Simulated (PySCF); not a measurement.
## A search over the determinants of TlH

Unrestricted PBE0; basis Tl aug-cc-pVDZ-PP with ECP60, H aug-cc-pVDZ; scalar-relativistic core potentials; PySCF 2.14. Outer shells of the fragments: Tl 5d10 6s2 6p1; H 1s1.

Followed along the bond (rough minima from three points):

```
2Ms+1  unpaired  ⟨S²⟩ at the start  R at minimum (Å)  Te (eV)
    1      none               0.00              1.92     0.00
    3  σ ↑, π ↑               2.01              1.91     2.27
```

Solutions found at the starting distance of 1.750 Å, counted from the lowest of them; the search is not exhaustive and high or unbound solutions are not listed, so other states can lie among these:

```json
{"2Ms+1": "1", "unpaired": "none", "term": "¹Σ⁺", "E (eV)": "0.00", "⟨S²⟩": "0.00", "⟨Lz²⟩": "0.00", "μ (D)": "-0.63"}
{"2Ms+1": "3", "unpaired": "σ ↑, π ↑", "term": "³Π", "E (eV)": "2.20", "⟨S²⟩": "2.01", "⟨Lz²⟩": "1.00", "μ (D)": "0.01"}
{"2Ms+1": "1", "unpaired": "σ ↑, π ↓", "term": "mixed", "E (eV)": "2.42", "⟨S²⟩": "1.01", "⟨Lz²⟩": "1.00", "μ (D)": "0.01"}
{"2Ms+1": "3", "unpaired": "σ ↑↑", "term": "³Σ⁺", "E (eV)": "4.73", "⟨S²⟩": "2.01", "⟨Lz²⟩": "0.00", "μ (D)": "3.42"}
{"2Ms+1": "3", "unpaired": "σ ↑, δ ↑", "term": "³Δ", "E (eV)": "6.57", "⟨S²⟩": "2.01", "⟨Lz²⟩": "4.00", "μ (D)": "0.46"}
{"2Ms+1": "1", "unpaired": "σ ↑, δ ↓", "term": "mixed", "E (eV)": "6.58", "⟨S²⟩": "1.01", "⟨Lz²⟩": "4.00", "μ (D)": "0.47"}
{"2Ms+1": "1", "unpaired": "π ↑↓", "term": "mixed", "E (eV)": "6.69", "⟨S²⟩": "1.00", "⟨Lz²⟩": "2.01", "μ (D)": "0.08"}
{"2Ms+1": "1", "unpaired": "none", "term": "mixed", "E (eV)": "7.33", "⟨S²⟩": "0.00", "⟨Lz²⟩": "2.00", "μ (D)": "0.08"}
```

A term symbol is given only where ⟨S²⟩ and ⟨Lz²⟩ are close to those of a pure state; real π, δ and φ orbitals otherwise mix terms. A positive dipole means Tl(−)H(+).

These are scalar-relativistic numbers at best; spin–orbit coupling would shift them, the dissociation energy most. Counting both spins, an empty level lies below a filled one in some of these solutions, because spin and occupation are held.
